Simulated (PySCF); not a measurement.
This PySCF input asks for the NMR shieldings of SMILES C1=C(C(=O)O)C=C(S(=O)(=O)[O-])S1, [C₅H₃O₅S₂]-; the geometry comes from GFN2-xTB.

```python
import basis_set_exchange as bse
import numpy as np
from pyscf import gto, dft
from pyscf.prop import nmr

atoms = """
O    -3.473046    0.176505    0.257560
C    -2.422917   -0.399283    0.062457
O    -2.405508   -1.719037   -0.227462
C    -1.098869    0.198108    0.106120
C    -0.888324    1.529423    0.383595
S     0.776391    1.927723    0.362391
C     1.209242    0.313579   -0.017498
S     2.986226   -0.012158   -0.185197
O     3.058161   -1.421155   -0.533278
O     3.383563    0.905918   -1.242178
O     3.495903    0.324771    1.135932
C     0.130048   -0.491310   -0.122408
H    -3.315726   -2.050537   -0.239502
H    -1.642290    2.262240    0.592847
H     0.202733   -1.536798   -0.355292
"""
names = dict.fromkeys(["O", "C", "S", "H"], "pcSseg-1")
basis = {el: gto.basis.parse(bse.get_basis(n, elements=[el], fmt="nwchem")) for el, n in names.items()}
mol = gto.M(atom=atoms, basis=basis, charge=-1, verbose=0)
mf = dft.RKS(mol, xc="PBE0")
mf.grids.level = 2
mf.grids.alignment = dft.numint.BLKSIZE   # the property module wants whole blocks of grid points
mf.conv_tol = 1e-9
mf.kernel()

calc = nmr.RKS(mf)   # GIAO
C = mf.mo_coeff
Co = C[:, mf.mo_occ > 0]
resp = mf.gen_response(singlet=True, hermi=2)
def vind(x):   # induced exchange potential for any number of trial vectors
    d = np.einsum("pi,xij,qj->xpq", C, 2 * x.reshape(-1, C.shape[1], Co.shape[1]), Co, optimize=True)
    return np.einsum("xpq,pi,qj->xij", resp(d - d.transpose(0, 2, 1)), C, Co, optimize=True).ravel()
mo1, _ = nmr.rhf.solve_mo1(calc, with_cphf=vind)
sigma = calc.kernel(mo1)
for i, s in enumerate(sigma):   # ppm
    w = np.linalg.eigvalsh((s + s.T) / 2)
    print("%2d %-2s iso %8.1f  s11 %8.1f  s22 %8.1f  s33 %8.1f" % (i, mol.atom_pure_symbol(i), w.mean(), *w))
```

Q: Give the expected output.

A: 
```
 0 O  iso    -57.6  s11   -248.7  s22   -191.2  s33    266.9
 1 C  iso     17.5  s11    -78.0  s22     55.5  s33     75.1
 2 O  iso    130.6  s11      1.0  s22    131.2  s33    259.7
 3 C  iso     56.8  s11     -9.7  s22     53.4  s33    126.7
 4 C  iso     41.7  s11    -57.7  s22     39.4  s33    143.4
 5 S  iso    248.7  s11    110.1  s22    233.4  s33    402.7
 6 C  iso     10.3  s11    -53.4  s22    -12.5  s33     96.7
 7 S  iso    199.7  s11     51.0  s22    269.4  s33    278.6
 8 O  iso    115.7  s11     62.5  s22    104.6  s33    179.9
 9 O  iso     77.6  s11     32.6  s22     84.4  s33    115.8
10 O  iso     74.3  s11     31.0  s22     81.3  s33    110.8
11 C  iso     62.9  s11     -4.5  s22     45.7  s33    147.4
12 H  iso     26.2  s11     21.6  s22     22.9  s33     34.1
13 H  iso     23.9  s11     21.2  s22     23.9  s33     26.5
14 H  iso     24.2  s11     19.9  s22     24.2  s33     28.5
```

These numbers come from an equivalent density-fitted implementation of the same equations, which agrees with the script to about 0.01 ppm for H and up to a few tenths of a ppm for heavy atoms, so last digits may differ.

Q: Turn these shieldings into chemical shifts. Shifts are taken against calculated references (same method and geometry level): 17O (σ = 336.08 ppm) against H2O; 13C (σ = 186.93 ppm), 1H (σ = 31.72 ppm) vs TMS; 33S (σ = 503.73 ppm) vs CS2.

A: Averaging equivalent atoms: O 0: 393.7; O 8/9/10: 246.9; O 2: 205.5; C 6: 176.7; C 1: 169.4; C 4: 145.2; C 3: 130.1; C 11: 124.1; S 7: 304; S 5: 255; H 13: 7.85; H 14: 7.49; H 12: 5.50 ppm. Unscaled 17O shifts of doubly bonded oxygen tend to come out too high, by tens of ppm or more. Experimental scales use liquid or dissolved standards, which lie at an offset from isolated H2O (liquid H2O: subtract about 36 ppm).

Size and cost of the density-fitted run: 233 basis functions, 45 s wall time on 1 thread of an Arm Neoverse V2, shared host; peak memory 1 GiB.
